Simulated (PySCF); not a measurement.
A small calculation by hand: entropy of an ideal gas

Se(H)(SMe) (CH4SSe), SMILES [SeH]SC.

Geometry: B3LYP-D3(BJ)/def2-SVP. The values are those of a single conformer.

B3LYP-D3(BJ)/def2-SVP in PySCF gives the harmonic wavenumbers 166, 212, 273, 385, 690, 763, 960, 963, 1326, 1433, 1454, 2345, 3035, 3137, 3154 cm⁻¹ and the rotational temperatures 0.7429, 0.1279, 0.1129 K. The molar mass is 127.07 g/mol, the symmetry number 1, the spin multiplicity 1.

Question: Work out the entropy at 298.15 K and 1 atm in the rigid-rotor, harmonic-oscillator model.

Answer: 
Translation (Sackur–Tetrode at 1 atm): S = R[1.5 ln M + 2.5 ln T − 1.16487] = 169.2 J/(mol K).
Rotation: q = (√π/σ) T^1.5/√(θA θB θC) = 88100, S = R[ln q + 3/2] = 107.1 J/(mol K).
Vibration: with u = 1.4388 ν/T, each mode gives R[u/(e^u − 1) − ln(1 − e^−u)]:
```csv
ν (cm⁻¹),modes,u,S (J/(mol K))
166,1,0.80,10.38
212,1,1.02,8.48
273,1,1.32,6.60
385,1,1.86,4.27
690,1,3.33,1.33
763,1,3.68,1.00
960,1,4.63,0.46
963,1,4.65,0.45
1326,1,6.40,0.10
1433,1,6.92,0.07
1454,1,7.02,0.06
```
The stiffer modes add less than 0.005 each. Sum 33.2 J/(mol K).
Spin: R ln 1 = 0.0 J/(mol K).
Total 309.5 J/(mol K); the program's own thermochemistry gives 309.5. Translation makes up 55 % and vibration 11 %. Anharmonicity, hindered rotation and orbital degeneracy are left out.
